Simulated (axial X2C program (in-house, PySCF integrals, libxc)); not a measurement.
Worked dissociation energy of NaZn⁺: CCSD, with spin–orbit coupling

All values were computed with an in-house all-electron X2C program for linear molecules (integrals from PySCF). Two-component (2c) means X2C with spin–orbit coupling and atomic mean-field two-electron Coulomb and Gaunt terms. Basis: Zn dyall-cv3z [9s10p6d3f2g], Na dyall-cv3z [9s8p5d2f] (cores contracted in-house); Gaussian nuclei, density fitting, unrestricted open shells. Masses: Zn 63.929 u, Na 22.990 u.

Molecular state: Ω = 0 (closed shell).

Correlated methods: 12 electrons correlated (number of frozen shells: Zn 3 s, 2 p; Na 2 s, 1 p), 270 virtual spin orbitals or spinors in MP2, 90 natural virtuals in coupled cluster.

- E(Zn) (2M_J = 0): -1794.259940 hartree
- E(Na+) (2M_J = 0): -161.870902 hartree
- E(NaZn⁺) at Re: -1956.143311 hartree
- ωe: 114.6 cm⁻¹
- ωexe: 1.2 cm⁻¹

Q: Work out De and D0.

A: De = -1794.259940 + (-161.870902) − (-1956.143311) = 0.01247 hartree = 0.339 eV. The zero-point energy is ωe/2 − ωexe/4 = 57 cm⁻¹ = 0.007 eV, so D0 = 0.332 eV.

The state is one determinant whose occupation by symmetry is held fixed; it was picked as the lowest of a PBE0 search that is not exhaustive. Dissociation energies refer to the lowest single-determinant-based atoms at the same level and basis. CCSD ran in a truncated set of natural virtual spinors with an MP2 remainder; without triples it tends to underbind.

Each atomic determinant is the lowest at this level and need not be a pure J level. Totals compare only within one Hamiltonian and basis.
